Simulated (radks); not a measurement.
The numbers below are computed, except where a source is named.
Q: Ho IV, configuration [Xe] 4f9 6s1 (not the ground configuration). Code: a radial shooting solver on a logarithmic mesh with Libxc functionals. Model: Dirac Kohn-Sham, LDA (Slater exchange, Perdew-Wang correlation), spin-unpolarised, spherical densities, finite nucleus; open shells fill j = l - 1/2 first; Fermi nuclear charge, rms radius 5.2022 fm. Some entries of the table are withheld. Estimate them.

orbital,occ.,eigenvalue (hartree),<r^2> (bohr^2)
1s1/2,2,-2036.518,0.0005891
2s1/2,2,-341.8800,0.009123
2p1/2,2,-325.6273,(1)
2p3/2,4,-294.1773,(2)
3s1/2,2,-77.66411,0.06043
3p1/2,2,(3),0.05598
3p3/2,4,(4),0.06289
3d3/2,4,-51.66344,0.04967
3d5/2,6,-50.22829,0.05159
4s1/2,2,(5),0.3031
4p1/2,2,-13.81256,0.3165
4p3/2,4,-12.32216,0.3543
4d3/2,4,-7.63259,0.3986
4d5/2,6,-7.36012,0.4132
5s1/2,2,-3.21690,1.692
5p1/2,2,-2.39759,2.070
5p3/2,4,-2.17609,2.344
4f5/2,6,-1.70804,(6)
4f7/2,3,-1.66700,(7)
6s1/2,1,-0.96208,9.200

A: 
(1) 2p1/2 <r^2> (bohr^2): 0.006587
(2) 2p3/2 <r^2> (bohr^2): 0.007810
(3) 3p1/2 eigenvalue (hartree): -70.52741
(4) 3p3/2 eigenvalue (hartree): -63.96301
(5) 4s1/2 eigenvalue (hartree): -16.65008
(6) 4f5/2 <r^2> (bohr^2): 0.6991
(7) 4f7/2 <r^2> (bohr^2): 0.7183
